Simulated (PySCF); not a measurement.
# Trend along group 15: MN molecules

MP2 with triple-zeta basis sets in PySCF, for the lowest determinant that a PBE0 search found; no spin–orbit coupling. De refers to high-spin ground-configuration atoms.

```csv
M,basis,"reference, frozen orbitals",state (unpaired electrons),Re (Å),ωe (cm⁻¹),De (eV)
N,x2c-TZVPPall,"RHF, 2",singlet (closed shell),1.113,2197,9.95
P,def2-TZVPP,"RHF, 6",singlet (closed shell),1.522,1192,6.34
As,def2-TZVPPD,"RHF, 10",singlet (closed shell),1.664,900,5.37
Sb,def2-TZVPPD,"RHF, 5",singlet (closed shell),1.905,654,4.36
```

The shortest bond is that of N2 (1.113 Å), the longest that of SbN (1.905 Å). N2 is bound most strongly (9.95 eV) and SbN least (4.36 eV).

The rows differ in basis set, which adds steps of its own.

Down a group the atoms grow and get heavier, so bonds lengthen and wavenumbers fall; this series shows no clear exception.

Correlated steps freeze the inner cores (2 to 10 orbitals); shallow outer-core shells are correlated. These are scalar-relativistic numbers at best; spin–orbit coupling would shift them, the dissociation energy most. Where the molecule has an RHF reference, its open-shell atoms are computed with UHF.
